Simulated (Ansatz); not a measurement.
The same path of a periodic cell of 17 atoms, LiSi16 (host Si, host structure diamond, interstitial Li), cell charge +1 was run twice with different band settings. Lost on the way: Si8–Li17, Si14–Li17, Si15–Li17, Si16–Li17. Made: Si5–Li17, Si6–Li17, Si7–Li17, Si13–Li17.

All numbers below come from DFT PBE, scalar-relativistic, plane waves, PAW in Ansatz. Settings: PAW set soft_1, cutoff 420 eV, k mesh 2x2x2, fermi-dirac smearing 0.05 eV, no spin polarisation.

Relaxed end points:

```xyz
17
Lattice="0.0000 5.4300 5.4300 5.4300 0.0000 5.4300 5.4300 5.4300 0.0000" Properties=species:S:1:pos:R:3
Si -0.008 0.007 -0.014
Si 1.359 1.334 1.352
Si 2.741 2.688 -0.031
Si 4.095 4.071 1.352
Si 2.725 0.008 2.719
Si 4.073 1.356 4.068
Si 5.422 2.705 2.719
Si 6.789 4.071 4.046
Si -0.024 2.689 2.734
Si 1.358 4.071 4.088
Si 2.741 5.453 2.734
Si 4.074 6.786 4.066
Si 2.725 2.705 5.416
Si 4.052 4.071 6.782
Si 5.406 5.453 5.399
Si 6.788 6.807 6.782
Li 6.789 4.071 6.781
```

```xyz
17
Lattice="0.0000 5.4300 5.4300 5.4300 0.0000 5.4300 5.4300 5.4300 0.0000" Properties=species:S:1:pos:R:3
Si 0.005 -0.006 -0.004
Si 1.332 1.330 1.330
Si 2.715 2.714 -0.023
Si 4.099 4.097 1.331
Si 2.716 -0.024 2.715
Si 4.100 1.330 4.099
Si 5.453 2.714 2.715
Si 6.778 4.082 4.082
Si -0.020 2.713 2.713
Si 1.338 4.092 4.092
Si 2.717 5.449 2.713
Si 4.082 6.778 4.080
Si 2.717 2.713 5.450
Si 4.082 4.080 6.778
Si 5.430 5.430 5.430
Si 6.780 6.778 6.778
Li 8.155 2.702 8.135
```

Common settings: climbing image yes; force threshold 0.05 eV/Å; end points relaxed.

| run | movable images | spring | optimiser | start path | iteration limit |
| --- | --- | --- | --- | --- | --- |
| 1 | 5 | 5.0 eV/Å² | quadratic models (default) | IDPP | 54 |
| 2 | 3 | 50.0 eV/Å² | fire | default | 50 |

(1) What does each run give, and how far can it be trusted?

Results:

(1) Run 1: converged after 4 iterations, highest image 0.585 eV above the first end. By the program's own check the climbing image is of a kind that is not told: the force calls were inconclusive, a negative curvature could not be distinguished from the path's own, the only one lies far off the path, or fixed occupations may fill a level only in part (lowest curvatures found: -2.17 and 0.88 eV/Å²).
Run 2: converged after 22 iterations, highest image 0.585 eV above the first end. The order of the stationary point at the top wasn't checked.
Limits of this set-up: charged cell in a uniform background, uncorrected.
